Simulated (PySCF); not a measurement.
**[MnI4]2-: what the settings change**

[MnI4]2- holds Mn(II), d5, at total charge -2. The structure is a PBE0-D3(BJ)/def2-SVP, IEF-PCM water geometry optimised for multiplicity 6; coordination tetrahedral, point group Td, metal–donor distances 2.74 Å.

```
5

Mn    0.0000    0.0000    0.0000
I     1.5802    1.5802    1.5802
I    -1.5802    1.5802   -1.5802
I     1.5802   -1.5802   -1.5802
I    -1.5802   -1.5802    1.5802
```

Method (PySCF 2.14, density fitting): CASSCF(5,5) with orbitals averaged over all microstates of the shell, strongly contracted NEVPT2 on the averaged canonical orbitals; basis x2c-TZVPall on the metal, x2c-SVPall elsewhere; spin-free X2C; IEF-PCM water; spin-orbit coupling by state interaction with the mean-field operator over all roots.

Base run: NEVPT2 ground state 6A1, next 4T1 at 25950, then 4T2 at 26747 cm⁻¹, 10Dq(CASSCF) 1874, B(CASSCF) 1036, ζ 265 cm⁻¹, g 2.002 2.002 2.002, μeff(300 K) 5.92 μB.

Question: What happens with the basis x2c-TZVPall on all atoms?

Answer: NEVPT2 ground state 6A1, next 4T1 at 25876, then 4T2 at 26678 cm⁻¹, 10Dq(CASSCF) 1899, B(CASSCF) 1034, ζ 263 cm⁻¹, g 2.002 2.002 2.002, μeff(300 K) 5.92 μB. It took 110 s against 43 s on a shared host of the same kind.

Question: What happens with orbitals averaged over the highest spin alone?

Answer: NEVPT2 ground state 6A1, next 4T1 at 26553, then 4T2 at 27195 cm⁻¹, 10Dq(CASSCF) 1784, B(CASSCF) 1083, ζ 289 cm⁻¹, g 2.002 2.002 2.002, μeff(300 K) 5.92 μB.
